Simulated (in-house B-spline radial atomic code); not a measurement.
Values are calculated unless marked as measured or tabulated.
**Making a Troullier-Martins s channel for Al, r_c = 0.7 bohr**

Al, [Ne] 3s2 3p1, non-relativistic LDA (VWN5), spherical and spin-unpolarised, from a B-spline radial code for spherical atoms (atomic units). The all-electron 2s level is ε = -3.934827 hartree, its outermost node lies just inside 0.17 bohr and its outer maximum at 0.50 bohr.

Inside r_c the pseudo-orbital is u(r) = r^1 exp(p(r)), with p = c0 + c2 r² + c4 r⁴ + … + c12 r¹². The seven coefficients follow from p and its first four derivatives at r_c, from zero curvature of the screened potential at the origin, c4 = −c2²/(2l + 5), and from the norm inside r_c. At r_c the all-electron orbital has P = 1.119018, P' = -1.466205, the screened potential V = -5.039227, V' = 13.24011, V'' = -52.64366, and the norm inside is Q = 0.6581828.

(1) What are p, p' and p'' at r_c?

For a trial c2 the five matching conditions are linear in c0, c6, c8, c10 and c12, and c2 is varied until the norm inside r_c equals Q. The root nearest zero gives:

```json
{"n": "0", "c_n": "1.141284"}
{"n": "2", "c_n": "0.06264216"}
{"n": "4", "c_n": "-0.0007848082"}
{"n": "6", "c_n": "-31.2672"}
{"n": "8", "c_n": "96.52796"}
{"n": "10", "c_n": "-117.5572"}
{"n": "12", "c_n": "52.88134"}
```

(2) Check c4 and p(r_c), and find the screened pseudopotential at the origin.

Orbitals and screened potentials:

```json
{"r (bohr)": "0.07", "P": "-0.591", "u": "0.2192", "V all-electron": "-153.8", "V pseudo": "-3.762"}
{"r (bohr)": "0.175", "P": "0.07356", "u": "0.5485", "V all-electron": "-48.15", "V pseudo": "-4.269"}
{"r (bohr)": "0.28", "P": "0.7968", "u": "0.8706", "V all-electron": "-24.34", "V pseudo": "-6.322"}
{"r (bohr)": "0.385", "P": "1.189", "u": "1.142", "V all-electron": "-14.59", "V pseudo": "-9.386"}
{"r (bohr)": "0.49", "P": "1.303", "u": "1.281", "V all-electron": "-9.619", "V pseudo": "-10.31"}
{"r (bohr)": "0.595", "P": "1.252", "u": "1.25", "V all-electron": "-6.784", "V pseudo": "-7.562"}
{"r (bohr)": "0.7", "P": "1.119", "u": "1.119", "V all-electron": "-5.039", "V pseudo": "-5.039"}
```

Logarithmic derivatives P'/P at R = 1.0 bohr, for energies E around ε:

```csv
E − ε (hartree),all-electron,pseudo
-0.5,-0.519987,-0.521641
-0.25,-1.16443,-1.16502
-0.1,-1.64898,-1.6491
0,-2.02812,-2.02812
0.1,-2.46492,-2.46509
0.25,-3.26335,-3.26473
0.5,-5.20686,-5.21675
```

(3) With P(R) = 0.6661359 and a norm of 0.9003422 inside R, what slope in energy does norm conservation fix?

Results:

(1) p = ln(P/r_c^1) = ln(1.119018/0.7) = 0.46913. p' = P'/P − 1/r_c = -1.31026 − 1.42857 = -2.73883. The radial equation gives p'' = 2(V − ε) − 2(1) p'/r_c − p'² = -2.20880 − (-7.82524) − 7.50121 = -1.88477. Differentiating, p''' = 2V' + 2(1)p'/r_c² − 2(1)p''/r_c − 2p'p'' = 10.362, and p'''' = 2V'' − 4(1)p'/r_c³ + 4(1)p''/r_c² − 2(1)p'''/r_c − 2p''² − 2p'p''' = -68.684.

(2) −c2²/5 = -0.000784808, as listed. The terms c_n r_c^n are 1.14128, 0.03069, -0.00019, -3.67855, 5.56464, -3.32070, 0.73195, which sum to 0.46913. Inverting the radial equation, V_l(r) = ε + 1 p'/r + (p'' + p'²)/2, so V_l(0) = ε + (2l + 3) c2 = -3.934827 + 3 × (0.0626422) = -3.7469 hartree, finite where the all-electron potential diverges.

(3) d(P'/P)/dE = −2 × (norm inside R)/P(R)² = -4.0580 per hartree·bohr at E = ε, for both atoms, since orbital and norm agree at R. Differences over ±0.1 hartree give -4.0797 (all-electron) and -4.0799 (pseudo), which also hold third-order terms. Half a hartree below ε the two curves differ by -0.0017.
